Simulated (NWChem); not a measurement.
FB(F)O[SiH3] (BSiH$_{3}$OF$_{2}$), optimised at PBE0/def2-SVP with NWChem:

- highest occupied level (eV) = -9.62
- orbital gap (eV) = 9.90
- dipole (D) = 1.92

All stand in one matching conformer (torsions within 35°), which need not be the lowest. One or both are not confirmed as a minimum by frequencies. def2 effective core potentials on In; no spin-orbit coupling.

Question: One B atom is replaced by In, giving [F][In]([F])[O][SiH3] (InSiH₃OF₂), optimised at the same level. How do these values move?

Answer: 
| quantity | new value | change |
|---|---|---|
| highest occupied level (eV) | -8.92 | +0.70 |
| orbital gap (eV) | 5.91 | -3.99 |
| dipole (D) | 1.38 | -0.54 |
